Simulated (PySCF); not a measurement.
Species, as SMILES: [BH] (BH) (closed-shell singlet).
Geometry (B3LYP-D3(BJ)/def2-TZVP, fixed):
```xyz
2

B      0.0000     0.0000    -0.2055
H      0.0000     0.0000     1.0276
```
Charge 0, spin multiplicity 1.

How fast the mean static polarisability converges with the basis for several methods (PySCF): deviation from each method's own reference, in %. References: HF 22.79 bohr³, the value in aug-cc-pV5Z; PBE 24.14 bohr³, the value in aug-cc-pV5Z; PBE0 23.41 bohr³, the value in aug-cc-pV5Z. All functions are spherical. Density fitting with generated auxiliary sets. No added dispersion term, no relativity. 

```tsv
basis	functions	HF	PBE	PBE0
pcseg-1	19	-13.9	-18.3	-15.8
def2-SVP	19	-14.2	-19.6	-16.9
6-311G**	24	-16.0	-19.1	-17.1
aug-cc-pVDZ	32	-1.2	-2.4	-1.8
d-aug-cc-pVDZ	45	-0.2	-0.6	-0.4
def2-TZVPPD	54	-0.6	-1.5	-1.0
6-311++G(3df,3pd)	57	-1.5	-2.3	-1.8
cc-pVQZ	85	-5.9	-8.8	-7.3
def2-QZVPP	87	-5.5	-7.7	-6.5
pcseg-3	93	-3.9	-5.4	-4.7
aug-cc-pVQZ	126	0.0	-0.1	-0.1
aug-pcseg-3	134	-0.1	0.0	-0.1
```

Mean absolute deviation over 6-311G**, def2-TZVPPD, 6-311++G(3df,3pd): HF 6.0, PBE0 6.6, PBE 7.6 %.
